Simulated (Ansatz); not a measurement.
Geometry optimisation, RKS PBE0-D4/6-31G* (Ansatz 0.2.0).

The input (input.yaml):

```yaml
crystal:
  periodic: [false, false, false]
  atoms:
    - { symbol: Al, position_ang: [0.0, 0.0, 0.0] }
    - { symbol: Cl, position_ang: [0.0, 0.0, 2.23] }
    - { symbol: "N", position_ang: [1.6627, 0.0, -0.96] }
    - { symbol: H, position_ang: [2.1293, -0.9179, -1.2118] }
    - { symbol: H, position_ang: [2.1141, 0.9179, -1.2382] }
    - { symbol: "N", position_ang: [-1.6627, 0.0, -0.96] }
    - { symbol: H, position_ang: [-2.3316, -0.8164, -0.8614] }
    - { symbol: H, position_ang: [-1.9118, 0.8164, -1.5886] }
basis:
  gaussian: { orbitals: "6-31G*" }
hamiltonian:
  xc: pbe0
  dispersion: d4
relax:
  f_tol: 0.02
  max_steps: 40
output:
  orbitals: {}
```

Launched with:

```bash
$ ansatz run input.yaml --threads 1 --pin off --max-ram 2048MiB --backend cpu --events-out ev --progress --plain --runs-dir out
```

Where does it end, and by what steps?

The run converged. After 10 steps the energy has fallen by 1.446 eV; H4 moved furthest, 1.26 Å.

```json
{"step": "0", "energy less start (eV)": "0.0000", "largest force component (eV/Å)": "2.184", "accepted": "yes"}
{"step": "1", "energy less start (eV)": "-0.8043", "largest force component (eV/Å)": "1.164", "accepted": "yes"}
{"step": "2", "energy less start (eV)": "-1.0665", "largest force component (eV/Å)": "0.729", "accepted": "yes"}
{"step": "3", "energy less start (eV)": "-1.1658", "largest force component (eV/Å)": "0.514", "accepted": "yes"}
{"step": "4", "energy less start (eV)": "-1.2504", "largest force component (eV/Å)": "0.890", "accepted": "yes"}
{"step": "5", "energy less start (eV)": "-1.3448", "largest force component (eV/Å)": "0.333", "accepted": "yes"}
{"step": "6", "energy less start (eV)": "-1.3926", "largest force component (eV/Å)": "0.199", "accepted": "yes"}
{"step": "7", "energy less start (eV)": "-1.4318", "largest force component (eV/Å)": "0.136", "accepted": "yes"}
{"step": "8", "energy less start (eV)": "-1.4431", "largest force component (eV/Å)": "0.181", "accepted": "yes"}
{"step": "9", "energy less start (eV)": "-1.4459", "largest force component (eV/Å)": "0.067", "accepted": "yes"}
{"step": "10", "energy less start (eV)": "-1.4464", "largest force component (eV/Å)": "0.014", "accepted": "yes"}
```

```xyz
8
Properties=species:S:1:pos:R:3
Al -0.002 0.027 -0.091
Cl -0.014 0.141 2.016
N 1.561 0.096 -0.913
H 1.706 0.038 -1.910
H 2.442 0.195 -0.429
N -1.558 -0.133 -0.916
H -2.443 -0.178 -0.433
H -1.693 -0.186 -1.915
```

Whether the end is a true minimum wasn't checked by a vibrational analysis.

Time of the run: 44 s on 1 thread of Intel(R) Xeon(R) Platinum 8488C (Sapphire Rapids) (shared host), peak memory 0.16 GiB.
